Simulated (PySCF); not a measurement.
Atoms are numbered as in `[CH3:1]/[N:2]=[CH:3]/[B:4]1[O:5][BH:6][O:7][BH:8][O:9]1`; H(Xn) means a hydrogen on atom n.

Geometry: PBE0-D3(BJ)/def2-SVP; GIAO shifts from PySCF, gas phase, non-relativistic, averaged over equivalent atoms.

At PBE0/pcSseg-1 (183 basis functions, 31 s wall time on 1 thread of an Arm Neoverse V2, shared host):
```
      atoms  δ (ppm)
         C3    173.8
         C1     57.9
         N2    496.0
      B6/B8     27.2
         B4     22.4
         O7    224.6
      O5/O9    213.8
      H(C3)     8.14
H(B6)/H(B8)     4.68
      H(C1)     3.90
```

Scale: TMS for $^{13}$C (184.41 ppm) and $^{1}$H (31.27 ppm); $^{15}$N (265.67 ppm) against NH3; $^{11}$B (100.73 ppm) vs BF3·OEt2; $^{17}$O (334.56 ppm) vs H2O (reference shieldings calculated alike).

Question: Predict the values at wB97X-D/pcSseg-1 on the same geometry.

Answer: 
```
      atoms  δ at wB97X-D/pcSseg-1  change
         C3                  174.2    +0.4
         C1                   57.2    -0.7
         N2                  491.7    -4.3
      B6/B8                   26.7    -0.5
         B4                   22.4    +0.0
         O7                  210.7   -13.9
      O5/O9                  200.5   -13.3
      H(C3)                   8.08   -0.06
H(B6)/H(B8)                   4.58   -0.10
      H(C1)                   3.85   -0.05
```

Scale: TMS for $^{13}$C (184.54 ppm), $^{1}$H (31.38 ppm); $^{15}$N (263.98 ppm) against NH3; $^{11}$B (101.61 ppm) vs BF3·OEt2; $^{17}$O (333.19 ppm) against H2O (reference shieldings calculated alike).

The largest change is at O7 (oxygen bonded to 2 B, in a 6-membered ring). Cost: 183 basis functions, 32 s wall time on 1 thread of an Arm Neoverse V2, shared host.

A carbon bonded to boron is broadened by the quadrupolar boron nucleus and is often missing from a measured spectrum. Experimental scales use liquid or dissolved standards, which lie at an offset from isolated NH3 (liquid NH3: subtract about 20 ppm) and H2O (liquid H2O: subtract about 36 ppm). Unscaled 15N shifts of sp2 nitrogen come out 20 to 40 ppm too high even then.
